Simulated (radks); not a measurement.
Problem. These are the eigenvalues of the occupied orbitals of an atom or ion with whole-number occupations (eV). All-electron calculation, Dirac Kohn-Sham, exchange-only LDA, spin-unpolarised, spherical densities, finite nucleus; Fermi nuclear charge, rms radius of each element as measured or else 0.836 A^(1/3) + 0.57 fm. Program: a radial shooting solver on a logarithmic mesh with Libxc functionals.

| orbital | eigenvalue |
|---|---|
| 1s1/2 | -23013.97 |
| 2s1/2 | -3352.935 |
| 2p1/2 | -3107.824 |
| 2p3/2 | -2963.454 |
| 3s1/2 | -614.5712 |
| 3p1/2 | -518.5399 |
| 3p3/2 | -493.6992 |
| 3d3/2 | -322.9759 |
| 3d5/2 | -318.0724 |
| 4s1/2 | -101.8651 |
| 4p1/2 | -72.4994 |
| 4p3/2 | -68.5033 |
| 4d3/2 | -24.7557 |
| 4d5/2 | -24.3108 |

Which element is it, and in what charge state? The configuration may be excited. Open shells, if any, are shared by 2j + 1.

Solution. Z = 45, rhodium, charge +2: Rh2+ in [Kr] 4d7. The list shows which subshells hold electrons but not how many an open one holds; the 1s level, -845.75 hartree, gives Z - s = 41.1 by -(Z - s)^2/2, which with screening and relativity narrows Z to a few neighbours, and the depths of the outer levels then fix element, charge and occupations together.
